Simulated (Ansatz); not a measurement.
**Question.** Name a neutral molecule of Al, B, C, O and H with size of the dipole moment (ωB97M-V/def2-TZVPP) between 1.00 and 1.30 D and HOMO–LUMO gap (B3LYP/def2-TZVPP) between 4.65 and 4.95 eV (Ansatz, PBE0-D4/def2-TZVP geometry).

**Answer.** `[AlH2][O]B1CC1` (1.01 D, 4.88 eV). Other molecules can fit too; these were computed, each in one conformer that needn't be the lowest.

B3LYP here is the variant with VWN-RPA as its local correlation; programs differ in this.
